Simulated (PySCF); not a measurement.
Computed shifts of a molecule CH₈N₂Si₃, PySCF with B3LYP/pcSseg-1, GIAO, gas phase, atoms alike by connectivity averaged where their shifts nearly agree, in ppm (number of nuclei): ¹⁵N: 668.1 (1), 41.9 (1). ²⁹Si: -9.1 (1), -16.2 (1), -75.1 (1). ¹³C: 250.7 (1). ¹H: 6.10 (1), 5.51 (1), 5.39 (1), 4.46 (3), 2.19 (1), 1.55 (1). References: ¹⁵N against NH3 (σ = 265.5 ppm); ²⁹Si against TMS (σ = 338.7 ppm); ¹³C against TMS (σ = 181.3 ppm); ¹H against TMS (σ = 31.68 ppm), references at their B3LYP-D3(BJ)/def2-TZVP geometries, non-relativistic. The structure is a stationary point at B3LYP-D3(BJ)/def2-SVP. The values are those of a single conformer.

Task: Identify the compound among the candidates.
A. N[SiH2]C1=N[SiH2][SiH2]1
B. C1=N[SiH2]N[SiH2][SiH2]1
C. N[Si@@H]1N=C([SiH3])[SiH2]1
D. C1=N[SiH2][SiH2]N[SiH2]1

Result: C, N[Si@@H]1N=C([SiH3])[SiH2]1
